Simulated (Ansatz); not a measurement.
Start from `CBO[SiH2][SiH3]` and change one atom or group to get `OBO[SiH2][SiH3]`.

Ansatz, PBE0-D4/def2-TZVP geometries, multiplicity 1. Each molecule was computed in one conformer, which needn't be the lowest.

| property | `CBO[SiH2][SiH3]` |
| --- | --- |
| LUMO energy (PBE/def2-TZVPP) / eV | -1.24 |
| ideal-gas entropy at 298 K and 1 bar (rigid rotor, harmonic PBE0-D4/def2-TZVP) / J/(mol·K) | 398 |
| HOMO energy (B3LYP/def2-TZVPP) / eV | -7.82 |
| HOMO–LUMO gap (ωB97M-V/def2-TZVPP) / eV | 11.49 |
| HOMO energy (PBE0/def2-TZVPP) / eV | -8.01 |
| LUMO energy (ωB97M-V/def2-TZVPP) / eV | 1.36 |

Task: Give the same properties after the change, and the shifts. (Estimate.)

Result: The calculation gave: 
```csv
property,`OBO[SiH2][SiH3]`,shift
LUMO energy (PBE/def2-TZVPP) / eV,-1.17,0.07
"ideal-gas entropy at 298 K and 1 bar (rigid rotor, harmonic PBE0-D4/def2-TZVP) / J/(mol·K)",377,-21
HOMO energy (B3LYP/def2-TZVPP) / eV,-7.97,-0.15
HOMO–LUMO gap (ωB97M-V/def2-TZVPP) / eV,11.68,0.19
HOMO energy (PBE0/def2-TZVPP) / eV,-8.16,-0.15
LUMO energy (ωB97M-V/def2-TZVPP) / eV,1.45,0.09
```

The zero-point energy changes by -54.8 kJ/mol with -6 modes. Modes under 60 cm⁻¹, often nearly free rotors, make the harmonic entropy too high.

B3LYP here is the variant with VWN-RPA as its local correlation; programs differ in this.
